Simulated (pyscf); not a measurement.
## `[SiH3][SeH]`, singlet

Gas-phase minimum from PySCF at ωB97X-D3(BJ)/def2-SVP, one conformer. 

```xyz
6

Si     0.4481    -0.7144     0.3247
Se     1.2929     1.2612    -0.4211
H      0.2143    -0.6861     1.7954
H     -0.8455    -0.8769    -0.3920
H      1.3543    -1.8514     0.0016
H      2.4964     1.1627     0.4119
```

Bonded distances (Å): Si1–Se2 2.274, Si1–H3 1.489, Si1–H4 1.488, Si1–H5 1.489, Se2–H6 1.467. Angles (°): Se2–Si1–H3 111.4, Se2–Si1–H4 105.1, Se2–Si1–H5 111.5, H3–Si1–H4 110.0, H3–Si1–H5 108.9, H4–Si1–H5 109.9, Si1–Se2–H6 93.4.

Properties at ωB97X-D3(BJ)/def2-SVP:

| Item | Value |
|---|---|
| Harmonic wavenumbers, unscaled | 178, 420, 513, 613, 764, 933, 946, 976, 2262, 2264, 2279, 2497 cm⁻¹ |
| Zero-point energy | 20.9 kcal/mol |
| Rotational symmetry number | 1 |
| Entropy of this conformer at 298 K and 1 atm, rigid rotor and harmonic oscillator, modes under 100 cm⁻¹ raised to 100 | 285.3 J/(mol K) |
| Dipole moment | 1.03 D |

Single-point totals, which compare only within one level (frozen core for MP2 and CC):

| level | total energy (hartree) |
|---|---|
| ωB97X-D3(BJ)/def2-TZVP | -2693.43799 |
| PBE/def2-TZVP | -2692.95261 |
| r²SCAN/def2-TZVP | -2693.43302 |
| B3LYP-D3(BJ)/def2-TZVP | -2693.54447 |
| PBE0-D3(BJ)/def2-TZVP | -2693.06747 |
| M06-2X/def2-TZVP | -2693.46709 |
| ωB97M-D3(BJ)/def2-TZVP | -2693.52302 |
| HF/def2-TZVPP | -2691.13656 |
| MP2/def2-TZVPP | -2691.54450 |
| CCSD/def2-TZVPP | -2691.57547 |
| CCSD(T)/def2-TZVPP | -2691.59043 |

Soft torsions are taken as harmonic, which can shift the entropy by several J/(mol K). The CCSD(T) − MP2 part came from Ansatz, without density fitting, on the same reference. The frozen core leaves the outer d or s,p core shells of the metals and heavy elements correlated in the MP2 and CC values, and def2-TZVPP describes them poorly, so these totals are far from the basis limit. Elements up to Kr have no core potential and no relativistic terms here.
